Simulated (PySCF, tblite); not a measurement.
Isomers of C6H11OPSi. Calculated harmonic vibrations of the isolated species, GFN2-xTB (tblite), most abundant isotopes, no scaling. Against measured fundamentals such values can be off by several per cent, at times by over 20. Modes of hydrogen on phosphorus and silicon can be 10 to 20 % off. One conformer each.

Electronic energies: PBE0/pcSseg-1 single points on the GFN2-xTB geometries (PySCF, gas phase).

```
                 SMILES  electronic energy, lowest = 0 (kJ/mol)
  O=P1(C[SiH3])C=CCC=C1                                     0.0
C=CC(=C)[Si@H](P)C(C)=O                                    82.3
     Cc1cp(CO)cc1[SiH3]                                    61.1
```

**Question.** How do GFN2-xTB zero-point energies change the relative energies?

**Answer.** 
```tsv
SMILES	ZPE (kJ/mol)	of it from modes above 1550 cm⁻¹	electronic (kJ/mol)	with ZPE, lowest = 0 (kJ/mol)	lowest mode (cm⁻¹)	rings
O=P1(C[SiH3])C=CCC=C1	386.9	204.3	0.0	0.0	42	1
Cc1cp(CO)cc1[SiH3]	385.2	196.6	61.1	59.4	55	1
C=CC(=C)[Si@H](P)C(C)=O	380.9	217.5	82.3	76.3	28	0
```

The zero-point energies span 6.0 kJ/mol, from `C=CC(=C)[Si@H](P)C(C)=O` to `O=P1(C[SiH3])C=CCC=C1`. The order is unchanged.

**Question.** And how do the electronic energies of GFN2-xTB itself compare?

**Answer.** `O=P1(C[SiH3])C=CCC=C1` 0.0; `Cc1cp(CO)cc1[SiH3]` 148.0; `C=CC(=C)[Si@H](P)C(C)=O` 275.5 kJ/mol, lowest = 0. Against the energies above, taken from the same isomer `O=P1(C[SiH3])C=CCC=C1`, the largest difference is 193.2 kJ/mol.

**Question.** What do entropy and thermal enthalpy add at 298.15 K and 1 bar (rigid rotor, harmonic oscillator, one conformer each)?

**Answer.** 
| SMILES | point group | symmetry number | S (J/(mol K)) | H − H(0) (kJ/mol) | ZPE + H − H(0) − TS (kJ/mol) |
| --- | --- | --- | --- | --- | --- |
| O=P1(C[SiH3])C=CCC=C1 | C1 | 1 | 432.5 | 31.50 | 289.4 |
| Cc1cp(CO)cc1[SiH3] | C1 | 1 | 443.8 | 33.45 | 286.3 |
| C=CC(=C)[Si@H](P)C(C)=O | C1 | 1 | 493.4 | 37.62 | 271.4 |
